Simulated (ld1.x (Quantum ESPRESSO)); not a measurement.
oxygen: one change to a TM semilocal potential, before and after

* Element: oxygen (O)
* Generator: ld1.x (Quantum ESPRESSO) 7.5
* Type: norm-conserving Troullier–Martins (semilocal form)
* Functional: revPBE
* Relativity: scalar-relativistic
* Frozen core: [He]
* Valence charge: 6
* Reference configuration: 2s2 2p3 (charge +1)
* Partial waves: 2s (bound): rc 0.75 bohr; 2p (bound): rc 1.85 bohr; 3d channel at 0.15 Ry: rc 1.75 bohr
* Local potential: the d channel
* Core correction: Bessel-smoothed model core inside 0.70 bohr

Change: wave 3d channel at 0.15 Ry: rc 1.75 bohr becomes 3d channel at 4.97 Ry: rc 1.75 bohr.

Cutoffs: the cutoffs (Ry, on a coarse ladder) from which the occupation-weighted sum of valence levels, in a spherical-Bessel basis at the reference potential, stays within 10 and 1 mRy of its value at 400 Ry; they do not see the model core or the augmentation charge, which bear on the density cutoff. Errors are all-electron minus pseudo energies relative to the spin-unpolarised reference configuration.

**Question.** What does the change do?

**Answer.** The potential gets neither clearly harder nor softer (90 Ry and 200 Ry → 90 Ry and 200 Ry); a bound ghost appears in d, which as a rule spoils a file; the errors of the 7 common tests hardly move. A semilocal file is local in each channel, so a ghost entry of none says nothing of the separable form that plane-wave codes build from it.

| quantity | base | changed |
| --- | --- | --- |
| cutoff, loose | 90 Ry | 90 Ry |
| cutoff, tight | 200 Ry | 200 Ry |
| bound ghosts | none | d (extra level of the local part) |
| error for 2s2 2p4, meV [ΔE -16.37 eV] | -0.9 | -0.9 |
| error for 2s2 2p2, meV [ΔE 33.52 eV] | +136 | +136 |
| error for 2s2 2p1, meV [ΔE 87.31 eV] | +1014 | +1015 |
| error for 2s0 2p6, meV [ΔE 13.74 eV] | +227 | +228 |
| error for 2s1 2p5, meV [ΔE -1.33 eV] | +116 | +116 |
| error for 2s2 2p4.3, meV [ΔE -18.48 eV] | -16 | -16 |
| error for 2s1 2p4, meV [ΔE 15.33 eV] | +2.7 | +2.7 |
| s: phases at 1.99 bohr within 0.05 rad from the reference energy up to (Ry; the scan ends near 5) | to the end of the scan | to the end of the scan |
| p: phases at 1.99 bohr within 0.05 rad from the reference energy up to (Ry; the scan ends near 5) | 0.2 | 0.2 |
| d: phases at 1.99 bohr within 0.05 rad from the reference energy up to (Ry; the scan ends near 5) | to the end of the scan | to the end of the scan |

 A true bound ghost makes a file unfit for plane-wave use even where its test errors are small: the radial tests pick states by their node count and pass the ghost by.
